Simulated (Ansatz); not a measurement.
heptazine (C₆H₃N₇), SMILES C1=NC2N3C(=N1)N=CN=C3N=CN=2. Heavy atoms are numbered as in [CH:1]1=[N:2][C:3]2=[N:4][CH:5]=[N:6][C:7]3=[N:8][CH:9]=[N:10][C:11](=[N:12]1)[N:13]23.

Calculation: PBE-D3(BJ)/def2-SVP (Ansatz, an electronic-structure program).

Bond lengths of the relaxed neutral molecule (Å): C1–N2 1.338, C1–N12 1.338, N2–C3 1.340, C3–N4 1.340, C3–N13 1.417, N4–C5 1.338, C5–N6 1.338, N6–C7 1.340, C7–N8 1.340, C7–N13 1.417, N8–C9 1.338, C9–N10 1.338, N10–C11 1.340, C11–N12 1.340, C11–N13 1.417.

How do the bond lengths change in the relaxed anion? (An estimate is asked for; the answer gives what the named calculation found.)


| bond | neutral (Å) | anion (Å) |
|---|---|---|
| C1–N2 | 1.338 | 1.349 |
| C1–N12 | 1.338 | 1.349 |
| N2–C3 | 1.340 | 1.336 |
| C3–N4 | 1.340 | 1.336 |
| C3–N13 | 1.417 | 1.439 |
| N4–C5 | 1.338 | 1.349 |
| C5–N6 | 1.338 | 1.349 |
| N6–C7 | 1.340 | 1.336 |
| C7–N8 | 1.340 | 1.336 |
| C7–N13 | 1.417 | 1.439 |
| N8–C9 | 1.338 | 1.349 |
| C9–N10 | 1.338 | 1.349 |
| N10–C11 | 1.340 | 1.336 |
| C11–N12 | 1.340 | 1.336 |
| C11–N13 | 1.417 | 1.439 |
